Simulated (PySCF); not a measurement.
Gas-phase reaction: GeS + 3 H2 ⇌ GeH4 + H2S

Method: PySCF energies plus ideal-gas RRHO corrections (1 bar). † marks an energy on the PBE0/def2-TZVP geometry and frequencies; other levels use their own. 6-31G* has spherical d functions here. All species are closed-shell singlets. B3LYP is the form with VWN-RPA correlation. Ge: all electrons, no relativistic terms. The harmonic model lacks anharmonicity and excited electronic states, which grow with temperature; levels with a mode under 35 cm⁻¹ are left out.

ΔH° and ΔS° at 298 K: B3LYP/6-31G* -24 kJ, -204 J/K; B3LYP/def2-TZVP† -42 kJ, -204 J/K; HF/6-31G* -90 kJ, -204 J/K; HF/def2-TZVP† -97 kJ, -204 J/K; PBE/def2-TZVP† -48 kJ, -204 J/K.

Question: With the heat capacities included, give log10 K (1 bar) at 600, 800, 1000, 1800, 2000 K from B3LYP/6-31G*, B3LYP/def2-TZVP†, HF/6-31G*, HF/def2-TZVP†, PBE/def2-TZVP†.

Answer: 
```csv
T (K),B3LYP/6-31G*,B3LYP/def2-TZVP†,HF/6-31G*,HF/def2-TZVP†,PBE/def2-TZVP†
600,-8.9,-7.4,-3.2,-2.6,-6.9
800,-9.6,-8.5,-5.4,-4.9,-8.1
1000,-10.1,-9.2,-6.7,-6.3,-8.9
1800,-10.8,-10.3,-9.0,-8.7,-10.1
2000,-10.9,-10.4,-9.3,-9.0,-10.3
```
